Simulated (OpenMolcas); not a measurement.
Ba: effect of the IPEA shift

| Property | Result |
| --- | --- |
| Program | OpenMolcas |
| Basis | ANO-RCC-VTZP [8s7p4d2f1g] |
| Scalar Hamiltonian | DKH2, point nucleus |
| Active space | 2 electrons in 8 orbitals (6s 6p 7s 7p) |
| State averaging | 2S+1 = 3 even, 1 root; 2S+1 = 1 even, 7 roots; 2S+1 = 3 odd, 3 roots; 2S+1 = 1 odd, 3 roots |
| Spin-orbit coupling | state interaction with AMFI integrals over the reference wave functions, term energies averaged over their components |

Methods on the same reference wave functions:
A. CASSCF
B. MS-CASPT2, IPEA 0 Eh, imaginary shift 0.1 Eh (closed shells correlated: 5s 5p)
C. MS-CASPT2, IPEA 0.25 Eh, imaginary shift 0.1 Eh (closed shells correlated: 5s 5p)

Energies in cm⁻¹ above 6s² ¹S₀, the measured ground level; measured values from NIST Handbook of Basic Atomic Spectroscopic Data.

```tsv
Level	A	B	C	Measured
6s² ¹S₀	0.0	0.0	0.0	0.0
6s 6p ³P°₀	11116	11860	12010	12266
6s 6p ³P°₁	11380	12120	12270	12637
6s 6p ³P°₂	11922	12660	12810	13515
6s 6p ¹P°₁	23798	20460	21110	18060
```

Deviations, from unrounded energies. A percentage is the sum of absolute deviations over the sum of measured energies, with the sign that they share, or ± where signs differ.

```csv
Against measurement,Levels,A,B,C
mean absolute deviation (cm-1),4,2400,1000,1100
other configurations (%),4,±17.2,±7.4,±7.7
```

B, C lie about equally close to measurement and A furthest from it. The largest miss of B in the table is 6s 6p ¹P°₁, by +2400 cm-1. The ranking rests on the paired levels alone, and a cruder setting can come out closer through cancelling errors.

Between B and C the level of the table that moves most is 6s 6p ¹P°₁, by 650 cm-1 (lowest in B, highest in C). Moves below CASPT2's spread within the term are not significant.

The lowest spin-free term lies below A's lowest term by 0.179 hartree in B, 0.178 hartree in C.

The run also gave levels led by 6s 7s, which use shells meant for correlation; these and all levels above them are left out. Measured partners are found by configuration, term and J. A level has none where our copy of the source lacks it or the pairing is in doubt (some pairs that miss far off the trend of their configuration count as doubtful), and it then counts in no deviation. Levels of configurations outside the active space are missing. Levels that lie high or do not pair safely by name in every column are left out.

° marks odd parity.
